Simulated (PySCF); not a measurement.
Predicted microwave data (PBE0-D3(BJ)/def2-SVP geometry optimisation, gas phase (PySCF 2.14.0)) for one isomer of C3H7F3GeO:

```
Rotational constants : A = 2047, B = 953.0, C = 763.5 MHz
Dipole components    : |μa| = 2.58 D, |μb| = 1.46 D, |μc| = 0.88 D
Inertial defect      : -115.26 u·Å²
κ                    : -0.70
```

Question: Which structure is it? (One computed conformer of each.)
A. `[CH3:1][CH2:2][O:3][GeH2:4][C:5]([F:6])([F:7])[F:8]` with C1–C2–O3–Ge4 173°, C2–O3–Ge4–C5 68°
B. `[CH3:1][O:2][CH2:3][GeH2:4][C:5]([F:6])([F:7])[F:8]` with C1–O2–C3–Ge4 -176°, O2–C3–Ge4–C5 62°

Answer: B. It is CO[CH2][GeH2][C](F)(F)F, an asymmetric top, point group C1. The candidates at the same level (rigid rotor, commonest isotopes):

```json
{"SMILES": "CO[CH2][GeH2][C](F)(F)F", "A (MHz)": "2047", "B (MHz)": "953.0", "C (MHz)": "763.5", "μa (D)": "2.58", "μb (D)": "1.46", "μc (D)": "0.88", "Δ (u·Å²)": "-115.26", "point group": "C1", "rotor": "asymmetric top"}
{"SMILES": "CC[O][GeH2][C](F)(F)F", "A (MHz)": "2281", "B (MHz)": "877.1", "C (MHz)": "738.6", "μa (D)": "1.02", "μb (D)": "0.94", "μc (D)": "0.99", "Δ (u·Å²)": "-113.53", "point group": "C1", "rotor": "asymmetric top"}
```

`CC[O][GeH2][C](F)(F)F` has A 11 % too high. No structure here is proved a minimum.
